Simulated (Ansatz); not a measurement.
Start from `[F][Sc]([F])[Cl]` and change one atom or group to get `C[O][Sc]([F])[F]`.

Ansatz, PBE0-D4/def2-TZVP geometries, multiplicity 1. Each molecule was computed in one conformer, which needn't be the lowest.

Scalar relativity is left out up to krypton.

```csv
property,`[F][Sc]([F])[Cl]`
size of the dipole moment (ωB97M-V/def2-TZVPP) / D,0.50
HOMO–LUMO gap (PBE/def2-TZVPP) / eV,4.08
LUMO energy (PBE/def2-TZVPP) / eV,-3.79
LUMO energy (B3LYP/def2-TZVPP) / eV,-3.29
HOMO energy (ωB97M-V/def2-TZVPP) / eV,-11.60
LUMO energy (ωB97M-V/def2-TZVPP) / eV,-1.17
```

Question: What does the change do to each property? (Best estimate.)

Answer: Ansatz gave: 
```csv
property,`C[O][Sc]([F])[F]`,shift
size of the dipole moment (ωB97M-V/def2-TZVPP) / D,2.47,1.97
HOMO–LUMO gap (PBE/def2-TZVPP) / eV,3.79,-0.29
LUMO energy (PBE/def2-TZVPP) / eV,-2.98,0.81
LUMO energy (B3LYP/def2-TZVPP) / eV,-2.50,0.79
HOMO energy (ωB97M-V/def2-TZVPP) / eV,-10.74,0.86
LUMO energy (ωB97M-V/def2-TZVPP) / eV,-0.59,0.58
```

With PBE0 the HOMO rises by 0.98 eV and the LUMO rises by 0.77 eV, so the gap narrows by about 0.21 eV. PBE moves the HOMO by 1.09 eV and ωB97M-V by 0.86 eV. The zero-point energy changes by 105.3 kJ/mol with +12 modes. Dipoles are sizes alone; their direction can turn.

B3LYP here is the variant with VWN-RPA as its local correlation; programs differ in this.
